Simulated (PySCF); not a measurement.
# AlAs: frontier orbitals

B97-3 at R = 2.534 Å; PySCF, spin-free X2C with a Gaussian nucleus, basis sets Al x2c-SVPall, As x2c-SVPall. State: ³Σ⁻ (triplet), unpaired electrons π ↑↑. Only the outer orbitals are listed, counted within each symmetry.

```tsv
spin	orbital	occ.	ε (eV)	on Al (%)	main shells (%)
α	10σ	1	-16.70	5	94 As s
α	11σ	1	-9.28	67	66 Al s, 27 As p
α	5π	1	-6.77	9	91 As p, 8 Al p
α	5π	1	-6.77	9	91 As p, 8 Al p
α	12σ	1	-5.68	53	46 As p, 27 Al s, 26 Al p
α	6π	0	-1.50	91	91 Al p, 8 As p
α	6π	0	-1.50	91	91 Al p, 8 As p
α	13σ	0	0.96	89	82 Al p, 18 As p
β	10σ	1	-14.75	9	90 As s
β	11σ	1	-8.88	71	71 Al s, 21 As p
β	12σ	1	-5.33	51	48 As p, 31 Al p, 19 Al s
β	5π	0	-3.48	30	69 As p, 30 Al p
β	5π	0	-3.48	30	69 As p, 30 Al p
β	6π	0	-1.02	70	70 Al p, 30 As p
```

Which are the highest filled and the lowest empty level, where do they sit, and how wide is the gap?

Highest filled β 12σ at -5.33 eV (in %: 48 As p, 31 Al p, 19 Al s); lowest empty β 5π at -3.48 eV (in %: 69 As p, 30 Al p); the gap at B97-3 is 1.85 eV.

```
bond order (Mayer)                               : 1.08
⟨S²⟩                                             : 2.005
charge on Al (Mulliken, basis-dependent)         : 0.25
charge on Al (Löwdin, basis-dependent)           : 0.11
dipole moment (positive dipole means Al(−)As(+)) : -0.67 D
```

Spin–orbit coupling is left out. The state is the lowest determinant that a PBE0 search found; another state may lie lower at other levels.
